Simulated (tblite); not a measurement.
Species: C3H8O2Si.
Numbering: `[SiH3:1][O:2][C@@H:3]1[CH2:4][CH2:5][O:6]1` (hydrogens: H7, H8, H9 on Si1; H10 on C3; H11, H12 on C4; H13, H14 on C5)

Cartesian coordinates in Å at the GFN2-xTB level; atoms count from 1:
```xyz
14
C3H8O2Si angstrom
Si     1.909    0.974   -0.126
O      1.320   -0.550   -0.233
C      0.126   -0.923    0.306
C     -1.093   -0.827   -0.627
C     -1.613    0.183    0.397
O     -0.428    0.046    1.188
H      0.992    1.948   -0.727
H      3.097    0.765   -0.940
H      2.188    1.350    1.257
H      0.260   -1.893    0.808
H     -1.673   -1.738   -0.740
H     -0.845   -0.410   -1.598
H     -1.744    1.207    0.040
H     -2.498   -0.130    0.957
```

Level: GFN2-xTB in tblite, geometry and Hessian alike; calculated harmonic values, unscaled, isolated species. Against measured fundamentals such values can be off by several per cent, at times by over 20. Modes of hydrogen on silicon can be 10 to 20 % off. One conformer, not necessarily the lowest.

Harmonic wavenumbers (cm⁻¹): 69.8, 99.9, 148.6, 166.3, 394.7, 513.9, 613.4, 659.3, 721.8, 750.6, 799.4, 807.3, 818.9, 822.8, 952.3, 1010.4, 1043.9, 1052.7, 1092.7, 1118.6, 1157.3, 1179.7, 1211.8, 1234.4, 1263.5, 1315.2, 1446.9, 1478.1, 2208.6, 2287.3, 2327.3, 2864.3, 2938.9, 2958.7, 3035.0, 3039.9.

A = 6249, B = 2064, C = 1884 MHz; mass 104.029 u (most abundant isotopes); point group C1, symmetry number 1.

Zero-point energy?

½Σν̃ = 22802 cm⁻¹ = 65.19 kcal/mol.

What is S at 500 K and 1 bar for an ideal gas of classical rigid rotors and harmonic oscillators?

Translation 42.43, rotation 28.52, vibration 31.09: S = 102.0 cal/(mol K).

And Cp and H(500 K) − H(0)?

Cp = 42.32 cal/(mol K), of which vibrations give 34.37 (their classical limit is 36 R = 71.5); H(500 K) − H(0) = 12.27 kcal/mol without the zero-point energy, 8.30 from vibrations.

What must be added to the electronic energy to get the Gibbs energy at 500 K and 1 bar?

ZPE + [H(500 K) − H(0)] − T·S = 65.19 + 12.27 − 51.02 = 26.44 kcal/mol.

How do the functions run with temperature in this model?

```tsv
T (K)	S (cal/(mol K))	Cp (cal/(mol K))	H − H(0) (kcal/mol)	G − H(0) (kcal/mol)	ln q(vib)
100	63.2	14.4	1.11	-5.21	0.95
200	74.7	19.9	2.80	-12.14	2.51
300	84.2	27.8	5.18	-20.10	4.05
800	125.2	55.7	27.18	-72.95	12.30
1000	138.2	61.3	38.91	-99.31	15.50
```

q(vib) and H(0) count from the zero-point level.

Which modes carry the vibrational entropy at 500 K?

69.8 cm⁻¹: 5.18; 99.9 cm⁻¹: 4.47; 148.6 cm⁻¹: 3.69; 166.3 cm⁻¹: 3.47; 394.7 cm⁻¹: 1.84; 513.9 cm⁻¹: 1.38 cal/(mol K); the other 30 give 11.06 together.

Blend soft modes into free rotors: weight 1/[1 + (100 cm⁻¹/ν̃)⁴] for the oscillator and the rest for a rotor with moment μB/(μ + B), μ = h/(8π²ν), B = 10⁻⁴⁴ kg m². What vibrational entropy results?

29.18 cal/(mol K) in place of 31.09, which changes −T·S at 500 K by +0.96 kcal/mol.

Hindered rotation and anharmonicity are outside this model. Other conformers, if any are populated, would add a mixing term that is left out. The structure is chiral; the term R ln 2 for an equal mix with its mirror image is left out.

Hardware: an Arm Neoverse N1 with one thread, no GPU, on a shared host. Cost: 0.52 s. The figure is for the frequency step alone.
